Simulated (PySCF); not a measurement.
```xyz
3
charge 0 multiplicity 5, angstrom
Rh   -1.1645    0.0000   -0.4231
O    -2.9415    0.0000   -0.3130
I     1.3150    0.0000    0.3825
```

Computed with PySCF, UB3LYP, basis Rh def2-SVP with ECP28, O def2-SVP, I def2-SVP with ECP28 (scalar-relativistic core potentials, no spin–orbit coupling, density fitting).

This geometry of RhOI is a stationary point at this level.

(1) What is the point group?

(2) Is it a minimum?

(3) What are the dipole moment and the gap between the highest occupied and lowest empty levels of either spin?

(4) What is the atomisation energy, with and without zero-point energy?

Answers

(1) Cs.

(2) Yes: all harmonic wavenumbers are real, though the softest, 59 cm⁻¹, leaves little margin.

(3) 1.15 D and 1.86 eV.

(4) 577 kJ/mol without, 571 kJ/mol with.

Only a few start shapes were tried, so a lower isomer may exist. With open d or f shells other occupations or spin states may lie lower. At this level a triplet minimum of Cs symmetry lies 43 kJ/mol below this structure. Spin–orbit coupling, left out here, can matter for elements this heavy.
